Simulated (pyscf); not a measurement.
This saddle point was located with ωB97X-D3(BJ)/def2-SVP in PySCF.

```xyz
10

O     -2.0719    -0.0499     1.0510
Cr    -0.9995    -0.9763     0.4538
O     -0.3838    -1.8766     1.5297
O     -1.3871    -1.6879    -0.9643
O      0.1901    -0.0165    -0.6828
Si     0.3381     1.6708    -0.7754
H     -0.5486    -0.8274    -1.3048
H     -0.9488     2.2471    -1.2486
H      1.4330     1.9699    -1.7328
H      0.6653     2.1650     0.5869
```

Surface: singlet, charge 0. Lowest wavenumbers (cm⁻¹): 1786i, 69, 80, 95, 177.

### Question
Which two sides does it connect, and which bonds change?

### Answer
O=Cr(=O)=O + silanol (HO–SiH₃) ⇌ O=Cr(=O)(OH)–O–SiH₃, an addition across a multiple bond or ene-type step read from left to right: H–O broken and Cr–O, H–O formed. At ωB97M-D3(BJ)/def2-TZVP it lies -68.9 kJ/mol from the left side and +184.8 kJ/mol from the right (each side as separated species at their lowest minima found). On the reactant side the descent ends in an adduct with a Cr–O contact, 185.3 kJ/mol under the separated species and 103.7 kJ/mol under the saddle at ωB97X-D3(BJ)/def2-TZVP. At ωB97M-D3(BJ) the saddle lies under the separated reactants, which points to a path from their complex (located at ωB97X-D3(BJ) alone). What is counted as formed (Cr–O) is already present as a longer contact in the reactant adduct; forming that adduct is a step of its own. At ωB97X-D3(BJ) the barrier from the zero used here is -81.6 kJ/mol. This is the saddle that the search found; another between the same sides may lie lower.
